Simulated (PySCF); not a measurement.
Hf(Cl)4(NH3) (Cl4H3HfN), SMILES [Cl][Hf]([Cl])([Cl])([Cl])<-[NH3], multiplicity 1. Atoms are numbered in the order given.

```xyz
9

Hf     0.0000     0.0000     0.0268
Cl     2.0310    -1.1726    -0.3388
Cl     0.0000     0.0000     2.3882
Cl     0.0000     2.3451    -0.3388
Cl    -2.0310    -1.1726    -0.3388
N      0.0000     0.0000    -2.4076
H      0.0000    -0.9535    -2.7988
H      0.8258     0.4768    -2.7988
H     -0.8258     0.4768    -2.7988
```
Charge 0, spin multiplicity 1.

The structure is a stationary point at PBE-D3(BJ)/def2-SVP. The multiplicity is an assumed one; other spin states were not compared. The def2 effective core potentials stand for the cores of Hf; spin–orbit coupling is left out.

Computed with PBE/def2-TZVP in PySCF.

ESP charges are fitted to the potential on shells at 1.4 to 2.0 van der Waals radii. Atomic charges (e):

```json
[
 {"atom": "Hf1", "ESP fit": "0.61", "Mulliken": "[?]", "Löwdin": "-0.52"},
 {"atom": "Cl2", "ESP fit": "-0.20", "Mulliken": "[?]", "Löwdin": "0.05"},
 {"atom": "Cl3", "ESP fit": "-0.22", "Mulliken": "[?]", "Löwdin": "0.07"},
 {"atom": "Cl4", "ESP fit": "-0.20", "Mulliken": "[?]", "Löwdin": "0.05"},
 {"atom": "Cl5", "ESP fit": "-0.20", "Mulliken": "[?]", "Löwdin": "0.05"},
 {"atom": "N6", "ESP fit": "-0.86", "Mulliken": "[?]", "Löwdin": "-0.23"},
 {"atom": "H7", "ESP fit": "0.35", "Mulliken": "[?]", "Löwdin": "0.17"},
 {"atom": "H8", "ESP fit": "0.35", "Mulliken": "[?]", "Löwdin": "0.17"},
 {"atom": "H9", "ESP fit": "0.35", "Mulliken": "[?]", "Löwdin": "0.17"}
]
```

Problem. What belongs in the gaps? (The exact figures need the calculation; the answer reports its results.)

Solution. 
- Hf1, Mulliken: 1.08
- Cl2, Mulliken: -0.33
- Cl3, Mulliken: -0.29
- Cl4, Mulliken: -0.33
- Cl5, Mulliken: -0.33
- N6, Mulliken: -0.63
- H7, Mulliken: 0.28
- H8, Mulliken: 0.28
- H9, Mulliken: 0.28
